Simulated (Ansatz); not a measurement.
Input for Ansatz (a program for electronic structure): R-PBE0/def2-TZVPP on C2H7Ga (SMILES [CH3][GaH][CH3]).

Ansatz 0.2 input:
```yaml
crystal:
  periodic: [false, false, false]
  atoms:
    - {symbol: C, position_ang: [-1.72156636, -0.21406939, 0.26413803]}
    - {symbol: Ga, position_ang: [-0.00261943, 0.70095091, -0.11452498]}
    - {symbol: C, position_ang: [1.72389128, -0.27365060, -0.18245588]}
    - {symbol: H, position_ang: [-2.44369557, -0.00826250, -0.52941769]}
    - {symbol: H, position_ang: [-1.60557475, -1.29322449, 0.36254967]}
    - {symbol: H, position_ang: [-2.15124694, 0.17480380, 1.19112972]}
    - {symbol: H, position_ang: [-0.00934118, 2.26141280, -0.37298044]}
    - {symbol: H, position_ang: [2.13571444, -0.22292521, -1.19405844]}
    - {symbol: H, position_ang: [1.62057036, -1.32231526, 0.09574928]}
    - {symbol: H, position_ang: [2.45386815, 0.19727994, 0.47987074]}
basis:
  gaussian:
    orbitals: def2-TZVPP
hamiltonian:
  xc: {name: PBE0}
scf: {lower_state_search: off}
```

The log:

```
WARN ansatz: RAYON_NUM_THREADS=1 ignored (pool sized by the plan → 1); use --threads N
Functional definition: PBE0
these checks for a lower state are left out or cut short: stability, starts, cluster_reference, orbital_swaps, neighbouring_geometries, increment
integrals: 0.11 GiB planned
1186 factors; their error is unknown
mean field: 1.04 GiB planned
mean field evaluation 1: about -54545.8079 eV, gradient 7.3e1 eV
mean field evaluation 2: about -54540.2059 eV, gradient 8.5e1 eV
mean field evaluation 4: about -54557.1325 eV, gradient 4.0e0 eV
mean field evaluation 8: about -54557.3348 eV, gradient 5.2e-2 eV
mean field evaluation 16: about -54557.3348 eV, gradient 4.7e-6 eV
mean field -54557.33479028 eV, -2004.9450732532 hartree, gradient 4.7e-6 eV, S^2 0.000000; 0 other end points of the search recorded, 0 dependent functions left out
reference -54557.33482317 eV, -2004.9450744619 hartree; 25, 25 occupied and 183, 183 virtual orbitals, 1186 factors
Total energy: -54557.33482317 eV, -2004.9450744619 hartree
Checks for a lower state left out: stability, starts, cluster_reference, orbital_swaps, neighbouring_geometries, increment
```

The run converged.

Cost: roughly 2.9 core-seconds.
